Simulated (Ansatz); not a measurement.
Born–Oppenheimer molecular dynamics of H$_{5}$NO$_{2}$Si$_{2}$ (10 atoms, charge 0, multiplicity 1). It starts from a relaxed structure.

Theory: RKS B3LYP-D4/STO-3G (Ansatz).

* ensemble: NVE (velocity Verlet)
* time step: 0.5 fs
* steps asked: 400
* starting velocities drawn for: 500 K
* masses: H 2.014 u
* seed: 989968

First frame:

```xyz
10
Properties=species:S:1:pos:R:3
O -1.337 -0.864 -1.199
Si 0.261 -1.045 -0.592
O 0.004 -2.520 0.265
N 0.454 0.274 0.596
Si -0.196 1.886 0.729
H -1.341 0.048 -1.663
H 0.937 -2.832 0.548
H 1.286 0.124 1.222
H 0.943 2.801 0.617
H -0.928 2.076 -0.520
```

(1) How far do the bonds stretch over the last three quarters of this one trajectory? (Pairs bonded in most of those frames.)

Results:

(1) 
```tsv
bond	mean (Å)	spread (Å)	shortest	longest
O1–Si2	1.730	0.055	1.64	1.82
O1–H6	1.025	0.014	1.00	1.05
Si2–O3	1.729	0.027	1.68	1.79
Si2–N4	1.777	0.031	1.73	1.84
O3–H7	1.025	0.012	1.01	1.05
N4–Si5	1.745	0.031	1.69	1.80
N4–H8	1.053	0.007	1.04	1.07
Si5–H9	1.471	0.043	1.39	1.55
Si5–H10	1.470	0.060	1.37	1.57
```

Mean temperature of the second half: 265 K. The conserved energy stayed within 0.16 meV per atom of its start (net change 0.11 meV per atom), so the integration is sound. The temperature averaged 0.53 of the 500 K drawn at the start: a run that starts near a minimum puts about half its kinetic energy into the potential. A run of 0.2 ps of so small a system gives no equilibrium averages. Limits of this set-up: minimal basis.

The run took 13 min on 1 thread of Arm Neoverse V2, with other jobs on the host, peak memory 0.1 GiB.
